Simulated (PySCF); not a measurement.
## From computed data to an observable: oscillator strength and radiative lifetime

PbF2, SMILES [F][Pb][F] (connectivity only; charge and spin as stated), neutral, multiplicity 1.

Coordinates come from a PBE-D3(BJ)/def2-TZVP optimisation. The def2 effective core potentials stand for the cores of Pb; spin–orbit coupling is left out.

TDA-ωB97X/def2-SVPD (PySCF) puts the first singlet state with f over 0.02 at 5.19 eV (vertical), with the transition dipole (-0.811, 0.000, 0.000) in atomic units.

Q: Find the oscillator strength, the wavelength and the radiative lifetime that this transition would have in vacuum if emission retraced absorption.

A: 
|μ|² = 0.6577 au, so |μ| = 2.06 D. ΔE = 5.19/27.211 = 0.1907 hartree. f = (2/3) ΔE |μ|² = 0.084 (the program prints 0.083).
λ = 1239.84/5.19 = 239 nm; ν = 41860 cm⁻¹.
Einstein's coefficient A = 0.6670 ν² f s⁻¹ (ν in cm⁻¹) = 9.8e7 s⁻¹, so τ = 1/A = 10 ns. This state is S1. The figure is the radiative limit of this one transition; relaxation, internal conversion, crossing to triplets and a medium change what is measured.
